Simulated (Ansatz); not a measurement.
`[F][GeH3]` and `[GeH3][I]` differ in one element.

Ansatz, PBE0-D4/def2-TZVP geometries, multiplicity 1. 

Elements past krypton have def2 core potentials. Outer-core shells of Ge, I are correlated without core-valence functions. Scalar relativity is left out up to krypton. Spin–orbit coupling is left out.

| property | `[F][GeH3]` |
| --- | --- |
| vertical ionisation energy (CCSD(T)/def2-TZVPP) / eV | 12.61 |
| size of the dipole moment (B3LYP/def2-TZVPP) / D | 2.12 |
| LUMO energy (ωB97M-V/def2-TZVPP) / eV | 1.72 |
| LUMO energy (PBE/def2-TZVPP) / eV | -1.04 |
| HOMO energy (PBE0/def2-TZVPP) / eV | -9.69 |
| HOMO energy (PBE/def2-TZVPP) / eV | -8.14 |

(1) Give the same properties after the change, and the shifts. (Estimate.)

Answers

(1) Computed: 
```
                                            property  `[GeH3][I]`  shift
vertical ionisation energy (CCSD(T)/def2-TZVPP) / eV         9.79  -2.82
    size of the dipole moment (B3LYP/def2-TZVPP) / D         1.56  -0.56
               LUMO energy (ωB97M-V/def2-TZVPP) / eV         0.76  -0.96
                   LUMO energy (PBE/def2-TZVPP) / eV        -1.91  -0.87
                  HOMO energy (PBE0/def2-TZVPP) / eV        -7.59   2.10
                   HOMO energy (PBE/def2-TZVPP) / eV        -6.45   1.69
```

With PBE0 the HOMO rises by 2.10 eV and the LUMO falls by 0.92 eV, so the gap narrows by about 3.02 eV. PBE moves the HOMO by 1.69 eV and ωB97M-V by 2.27 eV. Dipoles are sizes alone; their direction can turn.

B3LYP here is the variant with VWN-RPA as its local correlation; programs differ in this.
